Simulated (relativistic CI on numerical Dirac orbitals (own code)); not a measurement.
## Electric-dipole lines of Zn XXVII

These numbers are calculated, not measured: Dirac-Coulomb-Breit CI, separate exchange-only KLI orbitals for each configuration, model QED (radiative potential, 1s self-energy scaled to tabulated hydrogen-like ionisation energies), unscaled Slater integrals (own radial code, finite nucleus).

Configurations in the expansion (outside the closed core 1s2): 2s2, 2s 2p, 2p2, 2p 3s, 2p 3p, 2s 3s, 2s 3p, 2s 3d, 2s 4s, 2s 4p, 2s 4d, 2s 4f, 3s2, 3s 3p, 3p2. Levels of other configurations are missing.

```tsv
λ vac (nm)	Lower	Upper	A (s⁻¹)	gf	Branching (%)
0.63044	2s 2p 3P°_2 [4]	2s 4d 3D_3 [43]	1.26e+13	5.25e-01	76.9
0.80094	2s 2p 3P°_2 [4]	2p 3p 3D_3 [31]	8.86e+12	5.96e-01	99.8
0.80115	2s 2p 3P°_2 [4]	2p 3p 3P_2 [30]	8.53e+12	4.10e-01	60.5
0.80208	2s 2p 3P°_1 [3]	2p 3p 3D_2 [26]	8.60e+12	4.15e-01	87.3
0.80424	2s2 1S_0 [1]	2s 3p 1P°_1 [15]	1.50e+13	4.37e-01	95.5
0.81607	2s 2p 1P°_1 [5]	2p 3p 1D_2 [33]	1.16e+13	5.79e-01	75.2
0.82467	2s 2p 3P°_0 [2]	2s 3d 3D_1 [17]	2.50e+13	7.64e-01	56.0
0.82756	2s 2p 3P°_1 [3]	2s 3d 3D_2 [18]	3.23e+13	1.66e+00	75.1
0.82812	2s 2p 3P°_1 [3]	2s 3d 3D_1 [17]	1.78e+13	5.48e-01	39.8
0.83906	2s 2p 3P°_2 [4]	2s 3d 3D_3 [19]	4.14e+13	3.06e+00	100.0
0.84007	2s 2p 3P°_2 [4]	2s 3d 3D_2 [18]	1.03e+13	5.47e-01	24.1
0.85727	2s 2p 1P°_1 [5]	2s 3d 1D_2 [20]	3.15e+13	1.73e+00	98.4
2.3348	2s 3s 3S_1 [11]	2s 4p 3P°_2 [39]	1.49e+12	6.07e-01	85.6
2.4250	2s 3p 3P°_1 [14]	2s 4d 3D_2 [42]	2.32e+12	1.02e+00	14.0
2.4434	2s 3p 1P°_1 [15]	2s 4d 1D_2 [44]	2.66e+12	1.19e+00	16.1
2.4607	2s 3p 3P°_2 [16]	2s 4d 3D_3 [43]	3.76e+12	2.39e+00	23.0
2.5042	2s 3d 3D_1 [17]	2s 4f 3F°_2 [45]	6.23e+12	2.93e+00	82.3
2.5089	2s 3d 3D_2 [18]	2s 4f 3F°_3 [46]	6.39e+12	4.22e+00	84.6
2.5161	2s 3d 3D_3 [19]	2s 4f 3F°_4 [47]	7.48e+12	6.39e+00	99.2
2.5607	2s 3d 1D_2 [20]	2s 4f 1F°_3 [48]	6.92e+12	4.76e+00	93.6
```

Terms are leading LS components. Brackets give the number of a level in order of energy, since labels repeat. The list gives strong lines, with weight on those to low levels, without lines whose two gauges differ by over a factor of 2.5, among the lowest 48 of 58 levels, so that lines to higher ones, which can be the strongest, are missing. Levels whose partners in the same complex of configurations lie outside the list can be far off, and so can their lines. Rates are taken at the computed energies, electric ones in the length gauge.

At this charge energies of transitions that change n are usually good to better than 1 %, and those within a shell (Δn = 0) to a few per cent.

(1) From the table, what is the radiative lifetime of 2s 4d 3D_3?

Results:

(1) The listed rates from this level add up to about 1.63e+13 s⁻¹, 100 % of its decay; with all channels τ = 6.12e-14 s.

LS names give the leading component of a level, which can be under half, so a name can repeat, a term be missing and a line seem to break the LS rules.
